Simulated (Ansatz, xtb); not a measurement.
Molecule: BH2, charge -1, multiplicity 1. SMILES of the parent species: [BH2]
Coordinates optimised at B3LYP-D3(BJ)/def2-TZVP (Ansatz, a program for electronic structure):
```xyz
3

B      0.1740    -0.0508    -0.1354
H     -0.0374    -0.3970     1.0461
H     -0.8327     0.6508    -0.3693
```
Charge -1, spin multiplicity 1.

Harmonic wavenumbers from GFN2-xTB (xtb, at its own minimum), cm⁻¹: 449, 1196, 1291.

Q: Give the harmonic wavenumbers at B3LYP-D3(BJ)/def2-TZVP (Ansatz, finite differences of forces, unscaled).

A: 1124, 2186, 2188 cm⁻¹. Zero-point energy 7.9 kcal/mol.

Q: From these and the geometry, give the ideal-gas thermochemistry at 298.15 K and 1 atm (rigid rotor, harmonic oscillator).

A: Point group C2v, rotational symmetry number 2. Rotational constants 474.4, 268.6, 171.5 GHz. S(trans) 33.60, S(rot) 11.98, S(vib) 0.06, S(elec, spin only) 0.00, S 45.6 cal/(mol K). H(298) - H(0) 2.38 kcal/mol; G - E(el) -3.4 kcal/mol.
